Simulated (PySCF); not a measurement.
Species: C4H12NSi (doublet state).
Z-matrix (Å and degrees, GFN2-xTB geometry), rows numbered from 1:
```
C 
C   1  1.4784
C   2  1.5329  1  110.87
N   2  1.4821  1  108.34  3   116.72
C   2  1.5345  1  113.24  3  -123.85
Si  5  1.9026  2  118.26  1   -53.71
H   1  1.0749  2  119.69  3   -33.54
H   1  1.0735  2  120.12  3   165.00
H   3  1.0883  2  110.48  1    54.74
H   3  1.0868  2  110.26  1   -65.11
H   3  1.0867  2  109.87  1   174.45
H   4  1.0139  2  110.39  1    59.40
H   4  1.0148  2  110.15  1   -59.99
H   5  1.0920  2  106.95  1  -176.16
H   5  1.0920  2  107.90  1    69.38
H   6  1.4642  5  107.42  2  -169.56
H   6  1.4671  5  112.02  2   -49.93
H   6  1.4656  5  111.46  2    71.72
```

The hyperfine couplings belong to this conformer and change with its torsions.

As a line formula: `[CH2][C@@](C)(N)C[SiH3]` [radical].

Computed, not measured: PySCF 2.14.0, UKS B3LYP, pcH-1 on C H N Si, non-relativistic, mean-field spin-orbit, GIAO. Isolated species at its GFN2-xTB geometry (one conformer only). The geometry wasn't refined by DFT: couplings that depend on bond lengths, twists or pyramidal angles can differ widely from those at the functional's own minimum. Stability of the SCF solution: not tested.

(1) The isotropic 13C couplings are +90.4, -27.3, +6.4, +4.0 MHz. Assign them to C1; C2; C3; C5.

Answers

(1) 
```
site  a_iso (MHz)  ρ(0) (bohr⁻³)                 position  distance from C1 (Å)  spin population  largest |T| (MHz)
  C1        +90.4        +0.0805  largest spin population                  0.00            +1.03              156.0
  C2        -27.3        -0.0243           1 bond from C1                  1.48            -0.07                2.7
  C3         +4.0        +0.0036          2 bonds from C1                  2.48             0.00                2.6
  C5         +6.4        +0.0057          2 bonds from C1                  2.52             0.00                2.9
```

ρ(0) is the spin density at the nucleus and T the dipolar tensor; a_iso includes a spin–orbit part; entries for several nuclei are means. Largest spin populations (Mulliken): C1 (+1.03), N4 (+0.12) and C2 (-0.07). C1 is the only atom above +0.15. The positive populations add up to 1.16 and the negative ones to -0.16, together 2S = 1. The angles at C1 add up to 357.4°, so it is nearly planar; its axial dipolar tensor and the negative couplings of its protons fit spin in a p orbital normal to that plane.

Class means assume fast exchange of nuclei equivalent by connectivity; if that motion is slow, each nucleus keeps its own coupling.
